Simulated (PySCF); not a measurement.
**Dipole moment and polarisability of `C[Si](C)(Cl)[Si](Cl)(Cl)Cl`**

Compound: C2H6Cl4Si2.
Geometry (GFN2-xTB, Å), atoms numbered from 1 in this order:
```xyz
14
C2H6Cl4Si2 angstrom
C     -0.2073   -1.6713   -0.8969
Si    -0.3041   -0.2846    0.4062
C     -1.6158    1.0089   -0.0813
Cl    -0.8391   -1.1065    2.1844
Si     1.7833    0.7591    0.5847
Cl     1.8182    2.2714    1.9397
Cl     3.2846   -0.5114    1.0906
Cl     2.3004    1.5778   -1.2056
H     -1.1612   -2.1789   -1.0099
H      0.5291   -2.4211   -0.6205
H      0.0728   -1.2780   -1.8693
H     -1.3761    1.4718   -1.0335
H     -2.6020    0.5620   -0.1712
H     -1.6836    1.8002    0.6604
```

Level: CAM-B3LYP/def2-SVPD (PySCF), static field, nuclei fixed, core orbitals frozen in the response. The polarisability tensor in these axes (au):

```
x   131.41   4.02  -0.32
y     4.02 126.25  -0.67
z    -0.32  -0.67 125.59
```

**Question.** Give the principal values, the mean and the anisotropy Δα = √{½[(α1 − α2)² + (α2 − α3)² + (α1 − α3)²]}.

**Answer.** Principal values 123.93, 125.66 and 133.65 au; mean 127.75 au = 18.93 Å³ = 21.06 × 10⁻⁴⁰ C²·m²/J; Δα = 8.98 au (7 % of the mean).

**Question.** What is the dipole moment, and where does it point?

**Answer.** (-1.86, -0.47, -1.68) D, 2.55 D in size, pointing from the negative to the positive side. Measured along this direction, the outermost atoms are Cl6 and Cl7 at the negative end and H9 and H13 at the positive end.

**Question.** What molar refraction does this α imply?

**Answer.** Lorentz–Lorenz: R = (4π/3)N_A α = 2.5225 cm³/(mol·Å³) × 18.93 Å³ = 47.8 cm³/mol, in the limit of long wavelengths.

**Question.** What are the principal values of the traceless quadrupole moment, Θ = ½Σq(3rr − r²1), about the centre of nuclear charge?

**Answer.** -7.20, 1.86, 5.34 D·Å. The values depend on the origin, since the dipole doesn't vanish. The electronic extent ⟨r²⟩ about the same centre is 2545 bohr², a root-mean-square distance of 2.50 Å for the 114 electrons.

**Question.** In a dilute gas of rigid molecules at 298 K, how does the orientational term μ²/3kT compare with the electronic polarisability?

**Answer.** In Gaussian units μ²/3kT = 52.88 Å³ against 18.93 Å³, a ratio of 2.79; the Debye molar polarisation (4π/3)N_A(α + μ²/3kT) is 181.1 cm³/mol, leaving out the vibrational part.

**Question.** What would n − 1 = 2πNα be for an ideal gas of these molecules at 273.15 K and 1 atm, electronic part alone?

**Answer.** N = p/kT = 2.6868 × 10¹⁹ cm⁻³, so n − 1 = 2π × N × 18.93 × 10⁻²⁴ cm³ = 3196 × 10⁻⁶ at long wavelengths, for an ideal gas.

Isolated species at its GFN2-xTB geometry, gas phase.
